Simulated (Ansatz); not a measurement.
`NN[SiH3]` + `O[AsH2]` → `O[AsH][SiH3]` + `NN`  (ligand exchange at the Si–N bond)

Computed with Ansatz on PBE0-D4/def2-TZVP structures; ΔE is electronic, products minus reactants. CCSD(T)/CBS is the MP2 limit (def2-TZVPP, def2-QZVPP) plus CCSD(T) − MP2 in def2-TZVPP, frozen cores. This one scheme is used for every species. DFT in def2-TZVPP. HSE06 is defined as in plane-wave codes. For As outer-core shells are correlated without core-valence functions, which leaves a few kJ/mol of doubt a bond. Scalar relativity is left out up to krypton. Each species was taken in one conformer, which may not be the lowest.

`NN[SiH3]`:

```xyz
9

N     1.378    0.797    0.284
N     0.395    0.311   -0.597
Si   -0.972   -0.588   -0.086
H     0.958    1.340    1.031
H     1.888    0.024    0.696
H     0.490    0.697   -1.520
H    -1.797    0.152    0.915
H    -0.556   -1.859    0.572
H    -1.785   -0.873   -1.296
```

`O[AsH2]`:

Cartesian coordinates in Å:
```
O 0.078 0.661 0.890
As -0.040 -0.074 -0.751
H 0.117 1.614 0.781
H 1.012 -1.155 -0.514
H -1.167 -1.046 -0.407
```

`O[AsH][SiH3]`:

```xyz
8

O    -1.590   -1.112   -0.053
As    0.210   -1.286   -0.191
Si    0.639    1.047   -0.122
H    -1.991   -1.810   -0.578
H     0.491   -1.424    1.308
H     2.090    1.233    0.151
H    -0.164    1.718    0.932
H     0.314    1.633   -1.448
```

`NN`:

Z-matrix (Å, degrees):
```
N
N 1 1.415
H 1 1.014 2 112.7
H 1 1.011 2 108.2 3 119.7
H 2 1.011 1 108.2 3 89.8
H 2 1.014 1 112.7 3 -29.9
```

CCSD(T)/CBS gives +0.16 eV.

Q: Another level gave +0.10 eV. Which?
A. revPBE/def2-TZVPP
B. CAM-B3LYP/def2-TZVPP
C. BLYP/def2-TZVPP
D. HSE06/def2-TZVPP

A: D. HSE06 0.10, BLYP 0.16, CAM-B3LYP 0.26, revPBE 0.04 eV.

Largest T1 diagnostic among the species: 0.012.

At CCSD(T), def2-SVP lies +0.07 eV from the extrapolated value and def2-TZVPP +0.02 eV. Leaving LDA and LC-ωPBE aside and taking each functional with its dispersion term where it has one, the values, not all of them listed here, spread over 0.19 eV, from PBE-D4 to CAM-B3LYP-D4. LDA lies +0.09 eV from PBE without D4. In def2-TZVPP, CCSD(T) changes the Hartree–Fock value by −0.12 eV (the triples alone add −0.02 eV) and MP2 by −0.09 eV.
